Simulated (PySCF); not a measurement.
## Electronic structure of Ni (nickel, neutral) at the UHF level

Configuration: [Ar] 3d8 4s2, high-spin 3F determinant. Calculation: PySCF 2.14, in def2-SVP (5s3p2d1f, 31 functions); no relativity, point nucleus.

- Total energy: -1506.643119 hartree
- One-electron energy: -2093.2034 hartree
- Hartree (Coulomb) energy: 648.2997 hartree
- Exchange energy: -61.7394 hartree
- Kinetic energy: 1506.42058 hartree
- ⟨S²⟩: 2.0044
- ⟨L²⟩: 12.017
- Sum of ⟨r⟩: 21.95 bohr
- Sum of ⟨r²⟩: 37.93 bohr²
- Density at the nucleus (Gaussians lack the cusp): 14000 bohr⁻³
- Spin density at the nucleus: 0.428 bohr⁻³
- Langevin diamagnetic susceptibility: -30.0 ×10⁻⁶ cm³/mol
- Time after the integrals: 0.18 s of wall time on 1 thread of AMD EPYC 7R43 64-Core Processor (shared host)

```csv
shell,electrons,mean orbital energy (eV),spread (eV),"rms radius, mean of both spins (bohr)"
1s α,1,-8315.5,0,0.0635
1s β,1,-8315.5,0,0.0635
2s α,1,-1032.3,0,0.268
2s β,1,-1030.3,0,0.268
2p α,3,-897.15,0,0.239
2p β,3,-895.17,0,0.239
3s α,1,-135.33,0,0.805
3s β,1,-130.04,0,0.805
3p α,3,-92.143,0,0.855
3p β,3,-85.767,0,0.855
3d α,5,-20.005,1.445,1.08
3d β,3,-17.430,0,1.08
4s α,1,-7.646,0,3.34
4s β,1,-7.185,0,3.34
```
